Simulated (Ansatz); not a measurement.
A run for Ansatz (a program for electronic structure): R-RI-MP2/cc-pVQZ on C6H6 (SMILES C12C3C1C1C2C31). The basis file is the Basis Set Exchange's JSON of that set.

Ansatz 0.2 input:
```yaml
crystal:
  periodic: [false, false, false]
  atoms:
    - {symbol: C, position_ang: [0.46095700, -0.97474271, -0.45874443]}
    - {symbol: C, position_ang: [1.12672544, 0.18122726, 0.26586851]}
    - {symbol: C, position_ang: [0.36867360, 0.43052859, -1.02555501]}
    - {symbol: C, position_ang: [-0.93556512, 0.67251981, -0.21326878]}
    - {symbol: C, position_ang: [-0.17751367, 0.42321867, 1.07815448]}
    - {symbol: C, position_ang: [-0.84328687, -0.73275084, 0.35354443]}
    - {symbol: H, position_ang: [0.90213982, -1.86116899, -0.88882977]}
    - {symbol: H, position_ang: [2.17030171, 0.34075419, 0.49140315]}
    - {symbol: H, position_ang: [0.72637127, 0.81562439, -1.96848634]}
    - {symbol: H, position_ang: [-1.80616316, 1.28551522, -0.39120752]}
    - {symbol: H, position_ang: [-0.36223751, 0.81065296, 2.06867851]}
    - {symbol: H, position_ang: [-1.63040251, -1.39127856, 0.68844278]}
basis:
  gaussian:
    orbitals: cc-pVQZ
    fitting: {mean_field: def2-universal-JKFIT, correlation: cc-pVQZ-RIFIT.json}
magnetization: {spin_polarized: false}
correlation: {method: mp2, electrons: outside_noble_gas}
scf: {lower_state_search: off}
```

It printed:

```
WARN ansatz: RAYON_NUM_THREADS=4 ignored (pool sized by the plan → 4); use --threads N
Functional definition: HF
these checks for a lower state are left out or cut short: stability, starts, cluster_reference, orbital_swaps, neighbouring_geometries, increment
integrals: 1.06 GiB planned
558 factors; integrals over basis functions are off by at most 3.4e0 eV
mean field: 1.62 GiB planned
mean field evaluation 1: about -6270.1155 eV, gradient 4.2e1 eV
mean field evaluation 2: about -6273.4011 eV, gradient 2.4e1 eV
mean field evaluation 4: about -6274.6823 eV, gradient 4.7e-1 eV
mean field -6274.68307758 eV, -230.5903499680 hartree, gradient 1.4e-6 eV, S^2 0.000000; 0 other end points of the search recorded, 0 dependent functions left out
6 core orbitals not correlated
1122 factors; their error is unknown
reference -6274.68307758 eV, -230.5903499680 hartree; 15, 15 occupied and 489, 489 virtual orbitals, 1122 factors
second order -27.95889108 eV of doubles, -0.00000000 eV of singles
Total energy: -6302.64196866 eV, -231.6178202640 hartree
Checks for a lower state left out: stability, starts, cluster_reference, orbital_swaps, neighbouring_geometries, increment
```

Self-consistency was reached.

Cost: around 11 core-seconds (rough).
